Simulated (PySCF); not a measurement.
# [Dy(CH3)2]+: from a saddle point downhill

PySCF 2.14.0, RKS PBE0, Dy lcecp-1-SVP with ECP55, C def2-SVP, H def2-SVP; non-relativistic Hamiltonian with scalar-relativistic core potentials where named; density fitting; no spin-orbit coupling. Relaxed within the symmetry of its start, the geometry (C2v) is

```xyz
9

Dy    0.0000    0.0000   -0.2358
C     1.7212    0.0000    1.2290
H     2.7227    0.0000    0.7593
H     1.6645    0.8841    1.8935
H     1.6645   -0.8841    1.8935
C    -1.7212    0.0000    1.2290
H    -2.7227    0.0000    0.7593
H    -1.6645   -0.8841    1.8935
H    -1.6645    0.8841    1.8935
```

and its lowest harmonic modes are -63, 39, 124, 354, 384, 393 cm⁻¹ (negative: unstable). It was moved along the lowest mode and relaxed again, within the group C2 that the move left.

(1) Where does it end, and how much lower?

(2) How do the contacts change?

(3) Is the end a minimum?

An lcecp potential fixes the number of 4f electrons, so in runs with it no electron can move into or out of that shell.

State: singlet in the valence, with the 4f electrons in the core potential.

Results:

(1) In C2, 0.001 eV lower, after 4 steps:
```xyz
9

Dy    0.0000    0.0000   -0.2319
C     1.7227   -0.0179    1.2300
H     2.7061    0.2112    0.7782
H     1.5412    0.7195    2.0354
H     1.8109   -1.0025    1.7296
C    -1.7227    0.0179    1.2300
H    -2.7061   -0.2112    0.7782
H    -1.5412   -0.7195    2.0354
H    -1.8109    1.0025    1.7296
```

(2) 
```tsv
contact	saddle (Å)	end (Å)
Dy1–C2 (CH3)	2.260	2.259
Dy1–C6 (CH3)	2.260	2.259
```


(3) Yes; lowest modes 42, 55, 130, 354, 379, 398 cm⁻¹.
